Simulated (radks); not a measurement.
The numbers below are computed, except where a source is named.
Dynamic dipole polarisability and lines of the rubidium ion Rb25+, [Ne] 3s2. Level of theory: non-relativistic Kohn-Sham, LDA (Slater exchange, VWN5 correlation), spin-polarised, spherical densities, point nucleus (a radial shooting solver on a logarithmic mesh with Libxc functionals). Time-dependent linear response with the Hartree and adiabatic LDA kernel, continuum included through the Sternheimer equations. Lines are the poles of the dipole polarisability below minus the highest occupied eigenvalue, found on a grid refined at the orbital gaps; the lowest seven at most are given, and weak or close lines can be missed. The first line takes the name of the lowest orbital gap if no other gap lies below it; otherwise a line is named after a gap within 0.6 % of it, if that gap stands alone.

photon energy (eV),alpha (bohr^3)
0,0.07794
19.676,0.08466
98.380,-0.06844
177.08,-0.01070
255.79,-0.002601
334.49,0.0002915
413.20,0.002166
491.90,0.004632
570.60,0.02169
649.31,-0.004844
728.01,-0.0005350
806.72,0.005204
885.42,-0.0002783
964.12,-0.0007757
1042.8,0.0006797
1121.5,0.001188

Lines (eV, oscillator strength): 68.667 (18.06 nm, 3s-3p), f = 0.478; 589.43 (2.103 nm, 3s-4p), f = 0.615; 821.51 (1.509 nm, 3s-5p), f = 0.173; 941.74 (1.317 nm, 3s-6p), f = 0.0765; 1012.3 (1.225 nm, 3s-7p), f = 0.0415; 1057.3 (1.173 nm, 3s-8p), f = 0.0254; 1087.7 (1.140 nm, unassigned), f = 0.0167. Higher lines, where found, are left out when the end of the mesh affects them. Those listed give 98 % of the static polarisability (sum of f/w^2). Orbital energy gaps for comparison: 3s-3p 54.877 eV; 3s-4p 590.61 eV; 3s-5p 822.01 eV; 3s-6p 942.00 eV; 3s-7p 1012.4 eV.
